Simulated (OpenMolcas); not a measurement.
Computed levels of 4d5 in ions with 41 electrons, in cm-1 above 6S 5/2.

```
Program             : OpenMolcas 26.06
Method              : CASSCF
Basis               : ANO-R2
Scalar Hamiltonian  : X2C, finite nucleus
Spin-orbit coupling : RASSI with atomic mean-field integrals over the reference wave functions, term energies averaged over their components
```

Active space for each ion: 5 electrons in 5 orbitals (4d).

```csv
Level,Ru3+,Pd5+,Ag6+
4G 5/2,27535,32407,34990
4G 7/2,27731,32900,35688
4G 11/2,27785,33034,35874
4G 9/2,27847,33182,36077
4P 5/2,31127,36093,38794
4P 3/2,31560,36926,39829
4P 1/2,32139,38040,41241
4D 7/2,34079,40395,43799
4D 1/2,34719,41777,45612
```

Q: Estimate 4G 5/2, 4G 7/2 for Rh4+ from its neighbours Ru3+ and Pd5+.

A: 4G 5/2 is another term, which grows about linearly with the charge: (27535 + 32407) / 2 = 29971. The calculation gives 30311, so the estimate is off by -1.1 %.
4G 7/2 is another term, which grows about linearly with the charge: (27731 + 32900) / 2 = 30316. The calculation gives 30616, so the estimate is off by -1.0 %.

Mixed levels, with the weight of the term that names them: Ru3+ 4P 5/2 (69 %), Ru3+ 4P 3/2 (73 %), Rh4+ 4P 5/2 (64 %), Rh4+ 4P 3/2 (69 %), Pd5+ 4P 5/2 (60 %), Pd5+ 4P 3/2 (65 %), Ag6+ 4P 5/2 (56 %), Ag6+ 4P 3/2 (62 %).

Without dynamic correlation excited terms often stand tens of per cent too high (terms of higher spin than the ground term too low), and those without a measured partner can miss by more than the paired ones. Levels of configurations outside the active space are missing.
